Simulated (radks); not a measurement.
The carbon ion C2+, 4 electrons, occupied as [He] 2s2.

All-electron calculation, non-relativistic Kohn-Sham, r2SCAN, spin-polarised, spherical densities, point nucleus; meta-GGA in the generalised Kohn-Sham scheme. Program: a radial shooting solver on a logarithmic mesh with Libxc functionals.

Energy parts (hartree):
| part | energy |
|---|---|
| total | -36.48730 |
| kinetic | 36.40551 |
| electron-nucleus | -80.53246 |
| Hartree | 12.03004 |
| exchange-correlation | -4.39040 |

Orbitals (lengths in bohr, moments of r in powers of bohr; r(max) is where P^2 peaks):
orbital  occ.  eigenvalue (hartree)     <r>  r(max)
1s          2             -11.47758  0.2691  0.1741
2s          2              -1.49452   1.367   1.131

The highest occupied level is 2s at -40.668 eV. The electron density at the nucleus is 130.3 e/bohr^3. Summed over all electrons, <r^2> = 4.588 bohr^2, which gives a Langevin (diamagnetic) susceptibility term of -3.63 x 10^-6 cm^3/mol. For comparison, the ionisation energy in NIST's Atomic Spectra Database is 47.888 eV (measured). In exact Kohn-Sham theory the highest level is minus the ionisation energy, but local and semilocal functionals leave it too shallow, through self-interaction and a potential that decays too fast; potentials with the right tail come closer. The density falls to 0.001 e/bohr^3 at r = 2.79 bohr.
